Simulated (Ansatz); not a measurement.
Geometry optimisation, RKS BLYP/STO-3G (Ansatz).

Input file:

```yaml
crystal:
  periodic: [false, false, false]
  atoms:
    - { symbol: S, position_ang: [-1.8355, 0.4858, -1.0354] }
    - { symbol: Si, position_ang: [0.0883, 0.7018, -0.3153] }
    - { symbol: C, position_ang: [0.6561, 2.42515, -0.24473] }
    - { symbol: O, position_ang: [0.92419, 1.66554, -1.36135] }
    - { symbol: H, position_ang: [-2.4483, 0.3045, 0.1297] }
    - { symbol: H, position_ang: [0.948, -0.5106, -0.11578] }
    - { symbol: H, position_ang: [-0.04106, 3.21298, -0.22401] }
    - { symbol: H, position_ang: [1.57656, 2.61266, 0.42307] }
basis:
  gaussian: { orbitals: STO-3G }
hamiltonian:
  xc: blyp
relax:
  f_tol: 0.015
  max_steps: 40
```

Launched with:

```bash
$ ansatz run input.yaml --threads 1 --pin off --max-ram 2048MiB --backend cpu --events-out ev --progress --plain --runs-dir out
```

Q: Where does it end, and by what steps?

A: The forces met the threshold. The force dipped under the threshold on the way, but the program's further checks kept it going. Limits of this set-up: minimal basis. After 16 steps the energy has fallen by 1.094 eV; H5 moved furthest, 1.08 Å.

| step | energy less start (eV) | largest force component (eV/Å) | accepted |
| --- | --- | --- | --- |
| 0 | 0.0000 | 6.779 | yes |
| 1 | -0.8364 | 2.916 | yes |
| 2 | -0.9423 | 0.738 | yes |
| 3 | -1.0083 | 0.853 | yes |
| 4 | -1.0373 | 0.448 | yes |
| 5 | -1.0575 | 0.237 | yes |
| 6 | -1.0727 | 0.247 | yes |
| 7 | -1.0872 | 0.176 | yes |
| 8 | -1.0901 | 0.165 | yes |
| 9 | -0.9721 | 2.249 | no |
| 10 | -1.0925 | 0.039 | yes |
| 11 | -1.0911 | 0.320 | no |
| 12 | -1.0928 | 0.040 | yes |
| 13 | -1.0935 | 0.007 | yes |
| 14 | -1.0935 | 0.078 | yes |
| 15 | -1.0936 | 0.032 | yes |
| 16 | -1.0936 | 0.005 | yes |

```xyz
8
Properties=species:S:1:pos:R:3
S -2.176 0.746 -0.641
Si -0.056 0.867 -0.319
C 0.806 2.478 -0.213
O 0.958 1.666 -1.511
H -2.196 -0.605 -0.389
H 0.509 -0.321 0.320
H 0.267 3.446 -0.340
H 1.757 2.621 0.350
```

Run time: 33 s on 1 thread of AMD EPYC 7R43 64-Core Processor (Zen 3), with other jobs on the host, peak memory 0.15 GiB.
